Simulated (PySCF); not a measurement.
**Run times: vanadium in cc-pVTZ**

Measured wall times of calculations with PySCF 2.14 in cc-pVTZ (7s6p4d2f1g, 68 functions), with no relativity, point nucleus, run from one Python driver. Hardware: 1 thread of Neoverse-V2 on a shared host, 1.3 GiB allowed. The two-electron integrals over 68 functions were computed once and kept in memory (0.78 CPU seconds with the set-up); the times below exclude them. Kohn-Sham runs start from converged Hartree-Fock orbitals.

Launch command (the driver calls PySCF for each step listed in the task file):

```bash
OMP_NUM_THREADS=1 python atomrun2.py TASK.json OUT
```

| species | step | iterations | wall time (s) |
| --- | --- | --- | --- |
| V+ [Ar] 3d4 | UHF | 9 | 0.52 |
| V+ [Ar] 3d4 | M06-L | 8 | 3.6 |
| V+ [Ar] 3d4 | MP2 (4 electrons) |  | 0.04 |
| V(2+) [Ar] 3d3 | UHF | 6 | 0.4 |
| V(2+) [Ar] 3d3 | MN15 | 6 | 2.8 |
| V(2+) [Ar] 3d3 | M06-L | 5 | 2.3 |
| V(2+) [Ar] 3d3 | MP2 (3 electrons) |  | 0.04 |

(1) Roughly how long does MN15 take for V+ [Ar] 3d4 here?

Peak memory of the process: 0.27 GiB. Times on a shared host vary from run to run.

## Answers

(1) About 4.5 s.
